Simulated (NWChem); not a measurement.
Molecule: water (H2O); SMILES O

```xyz
3

O      0.0000     0.0000     0.1333
H      0.7542     0.0000    -0.4650
H     -0.7542     0.0000    -0.4650
```
Atoms are numbered in this order, from 1.

All runs use the structure optimised with PBE0/def2-SVP. No frequency run checked for a minimum.

**Question.** Give the principal values of the shielding tensors (ppm) of O1 from KT2/pcSseg-1, GIAO (NWChem), with their diamagnetic and paramagnetic parts as GIAO splits them.

**Answer.** 
```
atom    σ11    σ22    σ33  isotropic  diamagnetic  paramagnetic
----  -----  -----  -----  ---------  -----------  ------------
O1    310.5  335.0  346.6      330.7        384.1         -53.4
```
